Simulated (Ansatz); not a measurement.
```yaml
crystal:
  periodic: [false, false, false]
  atoms:
    - {symbol: C, position_ang: [-1.924507, -0.276378, 0.985018]}
    - {symbol: C, position_ang: [-1.148082, 0.195375, 0.343376]}
    - {symbol: B, position_ang: [-0.119551, 0.714610, -0.434879]}
    - {symbol: C, position_ang: [1.138391, 0.040939, -0.499385]}
    - {symbol: O, position_ang: [1.296788, -1.053346, 0.176136]}
    - {symbol: H, position_ang: [-2.626679, -0.672068, 1.544224]}
    - {symbol: H, position_ang: [-0.264670, 1.643576, -1.004551]}
    - {symbol: H, position_ang: [1.332418, -0.131611, -1.481702]}
    - {symbol: H, position_ang: [1.849763, 0.715312, -0.231717]}
    - {symbol: H, position_ang: [0.542488, -1.223511, 0.606331]}
basis:
  gaussian: {orbitals: x2c-TZVPPall}
total_charge: 1
magnetization: {spin_polarized: true, initial_magnetization: 1}
hamiltonian: {xc: {name: B3LYP}, dispersion: d3bjatm, pseudopotentials: {relativity: none}}
```

```sh
$ ansatz run in.yaml --threads 2 --pin off --events-out ev --progress --plain --max-ram 4352MiB
```

Shortened log:

```
Functional definition: B3LYP
1156 factors; their error is unknown
mean field evaluation 1: about -5885.4411 eV, gradient 6.7e1 eV
mean field evaluation 2: about -5800.6730 eV, gradient 1.3e2 eV
mean field evaluation 4: about -5902.0432 eV, gradient 1.4e1 eV
mean field evaluation 8: about -5903.2893 eV, gradient 1.9e0 eV
mean field evaluation 16: about -5903.4438 eV, gradient 3.4e0 eV
mean field evaluation 32: about -5903.4748 eV, gradient 3.0e0 eV
mean field -5903.52295851 eV, -216.9504671736 hartree, gradient 1.6e-5 eV, S^2 0.755055; 5 other end points of the search recorded, 0 dependent functions left out
reference -5903.52320031 eV, -216.9504760595 hartree; 18, 17 occupied and 207, 208 virtual orbitals, 1156 factors
WARN: the results are in doubt because the basis set is contracted for relativity, which is off
Total energy: -5903.84925008 eV, -216.9624581678 hartree
In doubt: the basis set is contracted for relativity, which is off
```

Hardware: 2 threads of an Arm Neoverse V1 on a shared host. Wall time 24 s, peak host memory 0.58 GiB.
